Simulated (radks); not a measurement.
Results of a calculation; reference values are marked as such.
Species: Ti4+. Configuration: [Ne] 3s1.5 3p6 4p0.5 (fractional occupations, a model configuration). Code: a radial shooting solver on a logarithmic mesh with Libxc functionals. Model: Dirac Kohn-Sham, BLYP, spin-unpolarised, spherical densities, finite nucleus; open shells are shared between the two j in proportion to 2j + 1; Fermi nuclear charge, rms radius 3.5921 fm.

Spin-orbit splittings of the eigenvalues, e(l+1/2) - e(l-1/2), with zeta = 2 splitting/(2l+1) and mean radii in bohr:

| shell | occ. | splitting (eV) | zeta (eV) | <r> j=l-1/2 | <r> j=l+1/2 |
|---|---|---|---|---|---|
| 2p | 6 | 5.779 | 3.852 | 0.2879 | 0.2906 |
| 3p | 6 | 0.7627 | 0.5085 | 1.009 | 1.016 |
| 3d | 0 | 0.08134 | 0.03254 | 1.112 | 1.114 |
| 4p | 0.5 | 0.1460 | 0.09732 | 2.583 | 2.594 |
